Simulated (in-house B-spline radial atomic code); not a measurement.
BP86 excitations of In3+

Method: BP86. Computed with an all-electron radial atomic-structure program (B-spline basis): linear response of the closed shell [Kr] 4d10 with the functional's adiabatic kernel; scalar-relativistic (spin-free one-electron X2C), finite nucleus, no spin-orbit coupling, no double excitations, S, P, D and F terms only; shells from n = 2 respond. Only terms of natural parity with L up to 3 were computed.

Command:
```bash
python run_td.py task.json out
```
Settings (radii: box in bohr, nucleus in fm):
```
Z                        49
electrons                46
configuration            [Kr] 4d10
hamiltonian              x2c
method                   b88,p86
box_radius               23.08
rms_radius               4.6156
intervals                72
```

Time taken, with all properties: 4 s on 1 thread of Arm Neoverse N1, on a shared host.

The lowest states, in the order of their Tamm-Dancoff energies; the method's threshold (minus the highest occupied level) is 47.95 eV. Labels give the largest channel, * marks a mixed state, and oscillator strengths are full-response dipole values. Semilocal kernels can invert the small singlet-triplet splittings of Rydberg terms. Energies in eV:

```csv
state,full response,Tamm-Dancoff,oscillator strength
4d → 5s 3D,14.547,14.573,-
4d → 5s 1D,?,?,-
4d → 5p 3P,22.940,22.970,-
4d → 5p 3F,23.072,23.093,-
4d → 5p 1F,23.379,23.385,-
4d → 5p 1P,24.261,24.334,0.845
4d → 5d 3S,33.45,33.47,-
4d → 5d 3D,33.80,33.81,-
4d → 5d 1D,33.98,33.99,-
4d → 6s 3D,34.01,34.01,-
4d → 6s 1D,34.13,34.13,-
4d → 5d 1S,35.60,35.81,-
4d → 6p 3P,?,?,-
4d → 6p 3F,36.57,36.57,-
4d → 6p 1F,36.65,36.65,-
4d → 6p 1P,36.83,36.84,0.0544
```

Task: Where does 4d → 5s 1D lie?

Result: At 15.264 eV in full response, 15.280 eV in Tamm-Dancoff.

Task: Where does 4d → 6p 3P lie?

Result: At 36.55 eV in full response, 36.55 eV in Tamm-Dancoff.

Task: How large is the singlet-triplet splitting of 4d → 5s (D terms) in Tamm-Dancoff?

Result: 0.706 eV, from the unrounded values.

Task: What polarisabilities and dispersion coefficient does the method give?

Result: Dipole 3.535 bohr³, quadrupole 9.988 bohr⁵, C6 15.68 hartree·bohr⁶ for two such species.
